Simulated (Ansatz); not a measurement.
Calculated with Ansatz (gas phase, PBE0-D4/def2-TZVP geometries, no zero-point term in ΔE). CCSD(T)/CBS is the MP2 limit (def2-TZVPP, def2-QZVPP) plus CCSD(T) − MP2 in def2-TZVPP, frozen cores. This one scheme is used for every species. Functionals use def2-TZVPP. One conformer a species, not always the lowest.

`C[O][Al]([F])[O]C` + `CCSS` → `CCSSC` + `C[O][Al]([OH])[F]`  (substitution at a C–O bond)

CCSD(T)/CBS gives -70.7 kJ/mol.

(1) Another level gave -68.0 kJ/mol. Which?
A. ωB97X-V/def2-TZVPP
B. HF/def2-TZVPP
C. BHLYP/def2-TZVPP
D. r2SCAN0-D4/def2-TZVPP

Largest T1 diagnostic among the species: 0.012.

Results:

(1) D. r2SCAN0-D4 -68.0, ωB97X-V -63.3, HF/def2-TZVPP -50.2, BHLYP -57.4 kJ/mol.

In def2-TZVPP, CCSD(T) changes the Hartree–Fock value by −16.0 kJ/mol (the triples alone add −3.2 kJ/mol) and MP2 by −25.5 kJ/mol. At CCSD(T), def2-SVP lies +23.6 kJ/mol from the extrapolated value and def2-TZVPP +4.5 kJ/mol. Leaving LDA and LC-ωPBE aside and taking each functional with its dispersion term where it has one, the values, not all of them listed here, spread over 12.0 kJ/mol, from revPBE-D4 to BHLYP-D4.
